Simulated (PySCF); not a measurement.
## Effect of structural changes

Level of theory: PySCF, TDDFT CAM-B3LYP/def2-TZVPD excited states, vertical, gas phase. Geometry: PBE0-D3(BJ)/def2-SVP.

Each molecule in one low-energy conformer.

Task: How does the largest two-photon cross section among the few lowest singlets (linear parallel light, single beam, Lorentzian half width 0.1 eV, states within 0.08 eV summed) change along this series?
- CC(=C=CF)C=O (H replaced by CHO)
- C#CC(C)=C=CF (H replaced by ethynyl)
- CC(=C=CF)C#N (H replaced by CN)

Result: 
```csv
molecule,S1 (eV),f(S1),largest σ (GM),at photon λ (nm)
CC(=C=CF)C=O,3.75,0.000,0.7,359
C#CC(C)=C=CF,4.70,0.001,0.9,374
CC(=C=CF)C#N,4.63,0.001,0.5,405
```
The largest two-photon cross section among the few lowest singlets (linear parallel light, single beam, Lorentzian half width 0.1 eV, states within 0.08 eV summed) is lowest for CC(=C=CF)C#N and highest for C#CC(C)=C=CF.
